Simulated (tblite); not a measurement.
Parent: `[F:1][C@H:2]1[CH2:3][SiH2:4][CH:5]=[CH:6][SiH2:7]1` with F1–C2–C3–Si4 -175°, C2–C3–Si4–C5 -46°, C3–Si4–C5–C6 14°, C5–C6–Si7–C2 14°, C4H9FSi2.

Computed geometry: GFN2-xTB, gas phase. One conformer each, not checked by frequencies here.

```tsv
coordinate of the parent	value
F1–C2	1.400 Å
C2–C3	1.518 Å
C3–Si4	1.899 Å
Si4–C5	1.885 Å
C5=C6	1.334 Å
C6–Si7	1.883 Å
C2–Si7	1.919 Å
F1–C2–C3	109.2°
F1–C2–Si7	108.2°
C3–C2–Si7	113.3°
C2–C3–Si4	111.4°
C3–Si4–C5	108.5°
Si4–C5–C6	125.1°
C5–C6–Si7	125.4°
C2–Si7–C6	106.9°
```

**Question.** How does the shared frame change in `[CH3:1][S:2][C@@H:3]1[SiH2:4][CH:5]=[CH:6][SiH2:7][C@H:8]1[F:9]` with C1–S2–C3–Si4 -153°, S2–C3–Si4–C5 -166°, C3–Si4–C5–C6 11°, C5–C6–Si7–C8 16°, C6–Si7–C8–F9 -169°, C5H11FSSi2? Atoms pair as F1 = F9, C2 = C8, C3 = C3, Si4 = Si4, C5 = C5, C6 = C6, Si7 = Si7 (parent first).

**Answer.** 
| parent | relative | value in the relative | change |
| --- | --- | --- | --- |
| F1–C2 | F9–C8 | 1.401 Å | +0.001 |
| C2–C3 | C8–C3 | 1.509 Å | -0.009 |
| C3–Si4 | C3–Si4 | 1.908 Å | +0.009 |
| Si4–C5 | Si4–C5 | 1.883 Å | -0.002 |
| C5=C6 | C5=C6 | 1.333 Å | -0.001 |
| C6–Si7 | C6–Si7 | 1.881 Å | -0.002 |
| C2–Si7 | C8–Si7 | 1.923 Å | +0.004 |
| F1–C2–C3 | F9–C8–C3 | 110.6° | +1.4 |
| F1–C2–Si7 | F9–C8–Si7 | 106.2° | -2.0 |
| C3–C2–Si7 | C3–C8–Si7 | 113.1° | -0.2 |
| C2–C3–Si4 | C8–C3–Si4 | 112.8° | +1.4 |
| C3–Si4–C5 | C3–Si4–C5 | 109.0° | +0.5 |
| Si4–C5–C6 | Si4–C5–C6 | 125.5° | +0.4 |
| C5–C6–Si7 | C5–C6–Si7 | 124.7° | -0.7 |
| C2–Si7–C6 | C8–Si7–C6 | 107.9° | +1.0 |

Of the parent's bonds, C2–C3 and C3–Si4 change most and about equally (-0.009 to +0.009 Å). Bonds of the relative outside the shared frame: C1–S2 1.818, S2–C3 1.839 Å. Point group C1 → C1.

**Question.** How does the shared frame change in `[OH:1][CH2:2][C@@H:3]1[SiH2:4][CH:5]=[CH:6][SiH2:7][C@H:8]1[F:9]` with H–O1–C2–C3 173°, O1–C2–C3–Si4 -33°, C2–C3–Si4–C5 -165°, C3–Si4–C5–C6 10°, C5–C6–Si7–C8 16°, C6–Si7–C8–F9 -170°, C5H11FOSi2? Atoms pair as F1 = F9, C2 = C8, C3 = C3, Si4 = Si4, C5 = C5, C6 = C6, Si7 = Si7 (parent first).

**Answer.** 
```json
{"parent": "F1–C2", "relative": "F9–C8", "value in the relative": "1.404 Å", "change": "+0.004"}
{"parent": "C2–C3", "relative": "C8–C3", "value in the relative": "1.514 Å", "change": "-0.004"}
{"parent": "C3–Si4", "relative": "C3–Si4", "value in the relative": "1.909 Å", "change": "+0.010"}
{"parent": "Si4–C5", "relative": "Si4–C5", "value in the relative": "1.890 Å", "change": "+0.005"}
{"parent": "C5=C6", "relative": "C5=C6", "value in the relative": "1.333 Å", "change": "-0.001"}
{"parent": "C6–Si7", "relative": "C6–Si7", "value in the relative": "1.880 Å", "change": "-0.003"}
{"parent": "C2–Si7", "relative": "C8–Si7", "value in the relative": "1.919 Å", "change": "0.000"}
{"parent": "F1–C2–C3", "relative": "F9–C8–C3", "value in the relative": "109.3°", "change": "+0.1"}
{"parent": "F1–C2–Si7", "relative": "F9–C8–Si7", "value in the relative": "108.2°", "change": "0.0"}
{"parent": "C3–C2–Si7", "relative": "C3–C8–Si7", "value in the relative": "113.3°", "change": "0.0"}
{"parent": "C2–C3–Si4", "relative": "C8–C3–Si4", "value in the relative": "113.1°", "change": "+1.7"}
{"parent": "C3–Si4–C5", "relative": "C3–Si4–C5", "value in the relative": "107.7°", "change": "-0.8"}
{"parent": "Si4–C5–C6", "relative": "Si4–C5–C6", "value in the relative": "126.4°", "change": "+1.3"}
{"parent": "C5–C6–Si7", "relative": "C5–C6–Si7", "value in the relative": "124.9°", "change": "-0.5"}
{"parent": "C2–Si7–C6", "relative": "C8–Si7–C6", "value in the relative": "106.7°", "change": "-0.2"}
```

Of the parent's bonds, C3–Si4 changes most (+0.010 Å). Bonds of the relative outside the shared frame: O1–C2 1.413, C2–C3 1.523 Å. Point group C1 → C1.
